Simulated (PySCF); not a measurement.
**Correlation energy of Te (tellurium, neutral)**

[Kr] 4d10 5s2 5p3 6s1, high-spin 5S determinant (an excited configuration). All numbers are calculated (PySCF 2.14, scalar relativity by spin-free X2C-1e, in aug-cc-pVQZ-DK3 (9s8p6d3f2g, 102 functions)). Frozen: [Kr] 4d10; 6 electrons correlated.

```json
{"level": "CCSD", "correlation energy (mhartree)": "-90.79"}
{"level": "(T)", "correlation energy (mhartree)": "-3.80"}
{"level": "CCSD(T)", "correlation energy (mhartree)": "-94.59"}
```

Diagnostics: T1 = 0.013, D1 = 0.0462, largest double amplitude 0.036.

The outer electron is Rydberg-like, and this basis confines it to a smaller radius and binds it less than a complete one would.

Cost of the coupled-cluster step: roughly 8 core-seconds, for 6 correlated electrons.

Iterations:

```
CC2 = 0
CCSD nocc = (np.int64(5), np.int64(1)), nmo = (79, 79)
frozen orbitals [[0, 1, 2, 3, 4, 5, 6, 7, 8, 9, 10, 11, 12, 13, 14, 15, 16, 17, 18, 19, 20, 21, 22], [0, 1, 2, 3, 4, 5, 6, 7, 8, 9, 10, 11, 12, 13, 14, 15, 16, 17, 18, 19, 20, 21, 22]]
max_cycle = 100
direct = 0
conv_tol = 1e-08
conv_tol_normt = 1e-06
diis_space = 8
diis_start_cycle = 0
Init t2, MP2 energy = -0.0793244306276638
Init E_corr(UCCSD) = -0.0793244306592675
cycle = 1  E_corr(UCCSD) = -0.0882573834418598  dE = -0.00893295278  norm(t1,t2) = 0.0413173
cycle = 2  E_corr(UCCSD) = -0.0900636301493604  dE = -0.00180624671  norm(t1,t2) = 0.0138876
cycle = 3  E_corr(UCCSD) = -0.0908672740640948  dE = -0.000803643915  norm(t1,t2) = 0.00603291
cycle = 4  E_corr(UCCSD) = -0.09079845580435  dE = 6.88182597e-05  norm(t1,t2) = 0.000745673
cycle = 5  E_corr(UCCSD) = -0.0907939555895825  dE = 4.50021477e-06  norm(t1,t2) = 0.000119085
cycle = 6  E_corr(UCCSD) = -0.0907937980118984  dE = 1.57577684e-07  norm(t1,t2) = 2.37407e-05
cycle = 7  E_corr(UCCSD) = -0.0907937203197461  dE = 7.76921523e-08  norm(t1,t2) = 4.96663e-06
cycle = 8  E_corr(UCCSD) = -0.0907937260280752  dE = -5.70832903e-09  norm(t1,t2) = 6.31064e-07
UCCSD converged
E(UCCSD) = -6790.514535776659  E_corr = -0.09079372602807516
UCCSD(T) correction = -0.00380187655726238
```
